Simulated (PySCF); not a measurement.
**UHF on Ni (nickel, neutral)**

Configuration: [Ar] 3d8 4s1 4p1, one real determinant (an excited configuration). All numbers are calculated (PySCF 2.14, the non-relativistic Hamiltonian (point nucleus), in aug-cc-pwCVTZ (10s9p7d4f3g, 127 functions)).

```json
{
 "Total energy": "-1506.805890 hartree",
 "One-electron energy": "-2091.8626 hartree",
 "Hartree (Coulomb) energy": "646.8489 hartree",
 "Exchange energy": "-61.7922 hartree",
 "Kinetic energy": "1506.82746 hartree",
 "⟨S²⟩": "6.0018",
 "⟨L²⟩": "14.057",
 "Sum of ⟨r⟩": "22.58 bohr",
 "Sum of ⟨r²⟩": "43.13 bohr²",
 "Traceless quadrupole moment −½Σ⟨3z² − r²⟩ along its main axis": "-7.78 e·bohr²",
 "Density at the nucleus (Gaussians lack the cusp)": "14800 bohr⁻³",
 "Spin density at the nucleus": "4.44 bohr⁻³",
 "Langevin diamagnetic susceptibility": "-34.2 ×10⁻⁶ cm³/mol"
}
```

```csv
shell,electrons,mean orbital energy (eV),spread (eV),"rms radius, mean of both spins (bohr)"
1s α,1,-8317.8,0,0.0635
1s β,1,-8317.6,0,0.0635
2s α,1,-1034.2,0,0.268
2s β,1,-1032.1,0,0.268
2p α,3,-898.76,0.013,0.239
2p β,3,-896.78,0.060,0.239
3s α,1,-137.14,0,0.805
3s β,1,-131.52,0,0.805
3p α,3,-93.901,0.012,0.852
3p β,3,-87.380,0.243,0.852
3d α,5,-21.709,1.697,1.10
3d β,3,-19.098,0.177,1.10
4s α,1,-10.270,0,3.13
4p α,1,-5.201,0,4.18
```

⟨L²⟩ = 14.06 against 20 for a pure G term, so this real determinant mixes terms.

Spin-orbit constants ζ (cm⁻¹) from the X2C one-electron operator on these orbitals (non-relativistic here): bare nucleus, nucleus screened by l(l+1)(2l+1)/3 electrons, and screened by the Breit-Pauli mean field of the electrons.

| shell | bare | screened nucleus | mean field |
| --- | --- | --- | --- |
| 2p | 93970 | 87250 | n/a |
| 3p | 11570 | 10750 | n/a |
| 3d | 1157 | 743.8 | n/a |
| 4p | 298.2 | 276.9 | n/a |

To first order the Landé constant is A = -122.1 cm⁻¹, so the lowest level has J = 6 and lies 0.121 eV below the centre of the term. This holds in LS coupling only.
